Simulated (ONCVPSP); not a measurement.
## indium ONCV: all-electron and pseudo phase curves

```
Element                 : indium (In)
Generator               : ONCVPSP 4.0.1
Type                    : optimised norm-conserving Vanderbilt (ONCV)
Functional              : LDA (Perdew-Zunger)
Relativity              : fully relativistic
Frozen core             : [Kr]
Valence charge          : 13
Reference configuration : 4d10 5s1 5p2
Partial waves           : 5s: rc 1.70 bohr, ncon 3, nbas 7, qcut 3.1 1/bohr, 2 projectors, debl 1.3 Ha; 5p: rc 2.65 bohr, ncon 4, nbas 8, qcut 3.3 1/bohr, 2 projectors, debl 2.2 Ha; 4d: rc 1.55 bohr, ncon 4, nbas 9, qcut 8.8 1/bohr, 2 projectors, debl 1 Ha
Local potential         : polynomial inside 1.50 bohr (lpopt 1, dvloc0 0 Ha)
Core correction         : Teter function, fcfact 4, rcfact 1.1
```

Open shells are filled in proportion to 2j + 1.

The phase is arctan(r·R′/R) of the radial function R(r), unwrapped; energies in Ha, scanned from -2 to 5 Ha. A pole is an energy at which the radial function vanishes at the test radius. The pseudo phase is shifted by a multiple of π to meet the all-electron one at the reference energy, and phase errors are pseudo minus all-electron; the curves can meet again beyond the range given. Levels narrower than the energy grid can be missing from the lists of poles.

A narrow feature of the pseudo curve, probably an extra level, lies near 0.44 Ha in the s channel; the grid steps over it, so the window and error are not given (n/a).

```tsv
channel	radius (bohr)	reference energy (Ha)	poles, all-electron	poles, pseudo	unbroken range about the reference energy with phases within 0.05 rad	phase error 1 Ha above the reference energy (rad)
s	1.72	-0.35	4.11	4.75	n/a	n/a
p3/2	2.70	-0.12	0.94	0.93, 3.35	below 2.5	-0.001
p1/2	2.70	-0.13	0.84, 4.86	0.84, 3.50	below 3.1	-0.001
d5/2	1.57	-0.73	0.14	0.14	the whole range	-0.000
d3/2	1.57	-0.77	0.08	0.08	the whole range	-0.000
```

Note: no bound ghost flagged; GHOST(+) flagged for s at 12.7 eV, p3/2 at 96.5 eV, p1/2 at 99.6 eV, s at 443.4 eV.

Phases in the d3/2 channel:

| E (Ha) | all-electron | pseudo |
| --- | --- | --- |
| -1.98 | 0.745 | 0.745 |
| -1.62 | 0.300 | 0.300 |
| -1.26 | -0.491 | -0.491 |
| -0.90 | -1.077 | -1.077 |
| -0.54 | -1.351 | -1.351 |
| -0.18 | -1.498 | -1.498 |
| 0.18 | -1.595 | -1.595 |
| 0.54 | -1.669 | -1.669 |
| 0.90 | -1.736 | -1.736 |
| 1.26 | -1.803 | -1.803 |
| 1.62 | -1.880 | -1.880 |
| 1.98 | -1.977 | -1.977 |
| 2.34 | -2.115 | -2.114 |
| 2.70 | -2.332 | -2.329 |
| 3.06 | -2.696 | -2.689 |
| 3.42 | -3.229 | -3.216 |
| 3.78 | -3.727 | -3.715 |
| 4.14 | -4.044 | -4.034 |
| 4.50 | -4.231 | -4.223 |
| 4.86 | -4.348 | -4.341 |
